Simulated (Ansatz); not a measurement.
HBClO, SMILES `O[B-]Cl` (lower singlet; H–O–B–Cl torsion 180°) (charge -1, multiplicity 1). This singlet lies 1.83 eV below the relaxed triplet at the level frozen-core CCSD(T)/aug-cc-pVTZ // B3LYP-D3(BJ)/def2-TZVPD (Ansatz, a quantum-chemistry and plane-wave program).

Z-matrix (Å, degrees):
```
B
O 1 1.3819
H 2 0.9622 1 104.95
Cl 1 1.9890 2 104.11 3 -180.00
```
Charge -1, spin multiplicity 1.

Frozen-core energies in aug-cc-pVDZ from Ansatz at a geometry from B3LYP-D3(BJ)/def2-TZVPD; the HF reference has <S^2> = 0.00 (restricted, and unstable towards unrestricted orbitals) and the T1 diagnostic is 0.018.

```tsv
level	energy (Ha)
HF	-559.67926
MP2	-560.12164
CCSD	-560.14534
```

**Question.** Estimate the energies of CCSD(T), CCSDT and CCSDT(Q), and give each level's difference from CCSDT(Q).

**Answer.** 
```
level     energy (Ha)  difference from CCSDT(Q) (mHa)
--------  -----------  ------------------------------
MP2        -560.12164                           42.13
CCSD       -560.14534                           18.42
CCSD(T)    -560.16150                            2.27
CCSDT      -560.16238                            1.38
CCSDT(Q)   -560.16377                            0.00
```
